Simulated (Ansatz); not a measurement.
`c1ccc2c(c1)ccc1c3ccccc3ccc21`, 30 atoms. Charge 0, multiplicity 1. All runs use 11 threads of an AMD EPYC 7R13 on a shared host and a whole NVIDIA H100 80 GB. Correlated methods freeze the cores.

(1) How many basis functions does each run have, and how long does it take in Ansatz? RKS PBE0-D4/def2-TZVP relaxation (4 steps); RKS HSE06 (plane-wave form)-D4/def2-TZVPP energy; RKS ωB97M-V/def2-TZVPP energy and forces; RHF-MP2/def2-TZVPP energy; direct RPA on PBE orbitals/def2-TZVPP energy; RKS BHLYP-D4/def2-TZVPP energy; RKS PBE0-D4/def2-QZVPP energy; RHF-CCSD(T)/def2-SVP energy; RKS ωB97M-V/def2-QZVPP energy; RKS ωB97M-V/def2-SVP energy; RKS r2SCAN-D4/def2-TZVPP energy and forces; RKS PBE0-D4/def2-SVP energy. (An estimate is asked.)

Answers

(1) The calculation gave: Other jobs shared the machine, so times are rough.

```tsv
level	job	functions	wall time	peak host memory (GiB)
RKS PBE0-D4/def2-SVP	energy	312	2.2 s	2.4
RKS ωB97M-V/def2-SVP	energy	312	3.4 s	2.4
RKS BHLYP-D4/def2-TZVPP	energy	726	3.4 s	2.4
RKS HSE06 (plane-wave form)-D4/def2-TZVPP	energy	726	3.6 s	2.4
direct RPA on PBE orbitals/def2-TZVPP	energy	726	6 s	5.7
RKS r2SCAN-D4/def2-TZVPP	energy and forces	726	6.5 s	1.8
RKS PBE0-D4/def2-QZVPP	energy	1386	6.5 s	2.4
RKS ωB97M-V/def2-TZVPP	energy and forces	726	7 s	2.4
RHF-MP2/def2-TZVPP	energy	726	8.5 s	2.4
RKS ωB97M-V/def2-QZVPP	energy	1386	11 s	2.4
RHF-CCSD(T)/def2-SVP	energy	312	13 s	2.4
RKS PBE0-D4/def2-TZVP	relaxation (4 steps)	630	14 s	1.8
```
